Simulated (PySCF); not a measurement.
CoO (SMILES [O]=[Co]), quartet, geometry from GFN2-xTB (such geometries of metal compounds can be far from the true shape); DF-CAMB3LYP/pcseg-1 in PySCF.

PySCF was given this input:
```python
from pyscf import gto, scf, dft

mol = gto.M(
    atom='''
Co   -0.000000   -0.000000   -0.352245
O     0.000000    0.000000    1.188828
''',
    basis='pcseg-1',
    charge=0,
    spin=3,
    verbose=4,
)

mf = dft.UKS(mol)
mf.xc = 'camb3lyp'
mf = mf.density_fit(auxbasis='def2-universal-jkfit')
mf.kernel()
```

Output, abridged:

```
PySCF version 2.14.0

[INPUT] verbose = 4
[INPUT] num. atoms = 2
[INPUT] num. electrons = 35
[INPUT] charge = 0
[INPUT] spin (= nelec alpha-beta = 2S) = 3
[INPUT] symmetry False subgroup None
[INPUT] Mole.unit = angstrom
[INPUT] Symbol           X                Y                Z      unit          X                Y                Z       unit  Magmom
[INPUT]  1 Co     0.000000000000   0.000000000000  -0.352245000000 AA    0.000000000000   0.000000000000  -0.665646578747 Bohr   0.0
[INPUT]  2 O      0.000000000000   0.000000000000   1.188828000000 AA    0.000000000000   0.000000000000   2.246559329214 Bohr   0.0

nuclear repulsion = 74.170579562889
number of shells = 7
number of NR pGTOs = 106
number of NR cGTOs = 45
basis = pcseg-1
ecp = {}

******** <class 'pyscf.df.df_jk.DFUKS'> ********
method = DFUKS
initial guess = minao
damping factor = 0
level_shift factor = 0
DIIS = <class 'pyscf.scf.diis.CDIIS'>
diis_start_cycle = 1
diis_space = 8
diis_damp = 0
SCF conv_tol = 1e-09
SCF conv_tol_grad = None
SCF max_cycles = 50
direct_scf = False
number electrons alpha = 19  beta = 16
XC library pyscf.dft.libxc version 7.1.2
    S. Lehtola, C. Steigemann, M. J. T. Oliveira, and M. A. L. Marques,  SoftwareX 7, 1–5 (2018)
XC functionals = camb3lyp
    T. Yanai, D. P. Tew, and N. C. Handy,  Chem. Phys. Lett. 393, 51 (2004)
radial grids:
    Treutler-Ahlrichs [JCP 102, 346 (1995); DOI:10.1063/1.469408] (M4) radial grids

becke partition: Becke, JCP 88, 2547 (1988); DOI:10.1063/1.454033
pruning grids: <function nwchem_prune>
grids dens level: 3
symmetrized grids: False
atomic radii adjust function: <function treutler_atomic_radii_adjust>
small_rho_cutoff = 0
Set gradient conv threshold to 3.16228e-05
tot grids = 34992
******** <class 'pyscf.df.df.DF'> ********
auxbasis = def2-universal-jkfit
Create RSH-DF object <pyscf.df.df.DF object> for omega=0.33
******** <class 'pyscf.df.df.DF'> ********
auxbasis = auxmol.basis = def2-universal-jkfit
init E= -1456.85449605141

cycle= 1 E= -1447.32159031072  delta_E= 9.53  |g|= 4.06  |ddm|= 6.01

cycle= 2 E= -1443.16804602573  delta_E= 4.15  |g|=  3.3  |ddm|= 7.33

cycle= 3 E= -1452.89106884849  delta_E= -9.72  |g|= 3.39  |ddm|= 5.63
cycle= 4 E= -1455.01828852519  delta_E= -2.13  |g|= 2.53  |ddm|= 1.49
cycle= 5 E= -1455.61499474005  delta_E= -0.597  |g|=  2.2  |ddm|= 0.758
cycle= 6 E= -1456.19881704777  delta_E= -0.584  |g|= 1.85  |ddm|= 0.452
cycle= 7 E= -1457.2053874463  delta_E= -1.01  |g|= 1.08  |ddm|= 0.892
cycle= 8 E= -1457.69088608198  delta_E= -0.485  |g|= 0.347  |ddm|= 0.63
cycle= 9 E= -1457.75147355951  delta_E= -0.0606  |g|= 0.13  |ddm|= 0.338
cycle= 10 E= -1457.76453302092  delta_E= -0.0131  |g|= 0.0871  |ddm|= 0.22
cycle= 11 E= -1457.76883509512  delta_E= -0.0043  |g|= 0.0543  |ddm|= 0.0763
cycle= 12 E= -1457.77536322324  delta_E= -0.00653  |g|= 0.0355  |ddm|= 0.187
cycle= 13 E= -1457.78062403345  delta_E= -0.00526  |g|= 0.0225  |ddm|= 0.261
cycle= 14 E= -1457.7811166305  delta_E= -0.000493  |g|= 0.0117  |ddm|= 0.0328
cycle= 15 E= -1457.78189984391  delta_E= -0.000783  |g|= 0.00628  |ddm|= 0.106
cycle= 16 E= -1457.78202642155  delta_E= -0.000127  |g|= 0.00407  |ddm|= 0.0474
cycle= 17 E= -1457.78204503041  delta_E= -1.86e-05  |g|= 0.000945  |ddm|= 0.0167
cycle= 18 E= -1457.78204912843  delta_E= -4.1e-06  |g|= 0.00123  |ddm|= 0.00652
cycle= 19 E= -1457.78205029807  delta_E= -1.17e-06  |g|= 0.000142  |ddm|= 0.00265
cycle= 20 E= -1457.78205038989  delta_E= -9.18e-08  |g|= 0.000115  |ddm|= 0.000786
cycle= 21 E= -1457.78205043201  delta_E= -4.21e-08  |g|= 8.4e-05  |ddm|= 0.000444
cycle= 22 E= -1457.7820504634  delta_E= -3.14e-08  |g|= 7.18e-05  |ddm|= 0.000346
cycle= 23 E= -1457.78205049949  delta_E= -3.61e-08  |g|= 6.24e-05  |ddm|= 0.000366
cycle= 24 E= -1457.78205053885  delta_E= -3.94e-08  |g|= 6.19e-05  |ddm|= 0.000403
cycle= 25 E= -1457.78205064601  delta_E= -1.07e-07  |g|= 6.13e-05  |ddm|= 0.00111
cycle= 26 E= -1457.78205078805  delta_E= -1.42e-07  |g|= 6.06e-05  |ddm|= 0.00148
cycle= 27 E= -1457.78205101304  delta_E= -2.25e-07  |g|= 6e-05  |ddm|= 0.00238
cycle= 28 E= -1457.78205118086  delta_E= -1.68e-07  |g|= 5.98e-05  |ddm|= 0.00179
cycle= 29 E= -1457.78205121664  delta_E= -3.58e-08  |g|= 5.98e-05  |ddm|= 0.00038
cycle= 30 E= -1457.78205121821  delta_E= -1.57e-09  |g|= 5.98e-05  |ddm|= 1.74e-05
cycle= 31 E= -1457.78205121039  delta_E= 7.82e-09  |g|= 5.98e-05  |ddm|= 8.55e-05
cycle= 32 E= -1457.78205121139  delta_E= -9.95e-10  |g|= 5.98e-05  |ddm|= 2.58e-05
cycle= 33 E= -1457.78205121388  delta_E= -2.49e-09  |g|= 5.98e-05  |ddm|= 2.81e-05
cycle= 34 E= -1457.78205121648  delta_E= -2.6e-09  |g|= 5.98e-05  |ddm|= 5.36e-05
cycle= 35 E= -1457.78205119904  delta_E= 1.74e-08  |g|= 5.97e-05  |ddm|= 0.00024
cycle= 36 E= -1457.78205112221  delta_E= 7.68e-08  |g|= 5.94e-05  |ddm|= 0.000944
cycle= 37 E= -1457.78205103636  delta_E= 8.59e-08  |g|= 5.87e-05  |ddm|= 0.00122
cycle= 38 E= -1457.78205098368  delta_E= 5.27e-08  |g|= 5.85e-05  |ddm|= 0.000759
cycle= 39 E= -1457.78205097157  delta_E= 1.21e-08  |g|= 5.84e-05  |ddm|= 0.000316
cycle= 40 E= -1457.78205096972  delta_E= 1.85e-09  |g|= 5.84e-05  |ddm|= 9.41e-05
cycle= 41 E= -1457.78205096587  delta_E= 3.85e-09  |g|= 5.84e-05  |ddm|= 7.9e-05
cycle= 42 E= -1457.78205096534  delta_E= 5.34e-10  |g|= 5.84e-05  |ddm|= 1.91e-05
cycle= 43 E= -1457.7820509679  delta_E= -2.56e-09  |g|= 5.84e-05  |ddm|= 4.17e-05
cycle= 44 E= -1457.78205096819  delta_E= -2.91e-10  |g|= 5.84e-05  |ddm|= 3.19e-06
cycle= 45 E= -1457.78205097283  delta_E= -4.64e-09  |g|= 5.84e-05  |ddm|= 5.5e-05
cycle= 46 E= -1457.78205097078  delta_E= 2.05e-09  |g|= 5.84e-05  |ddm|= 2.29e-05
cycle= 47 E= -1457.78205096281  delta_E= 7.96e-09  |g|= 5.84e-05  |ddm|= 0.000109
cycle= 48 E= -1457.7820509581  delta_E= 4.71e-09  |g|= 5.84e-05  |ddm|= 5.96e-05
cycle= 49 E= -1457.78205094868  delta_E= 9.42e-09  |g|= 5.84e-05  |ddm|= 0.000138
cycle= 50 E= -1457.78205094776  delta_E= 9.14e-10  |g|= 5.84e-05  |ddm|= 1.42e-05
SCF not converged.
SCF energy = -1457.78205094776 after 50 cycles  <S^2> = 3.7717041  2S+1 = 4.0108374
```

The run did not converge; its last values are not results.
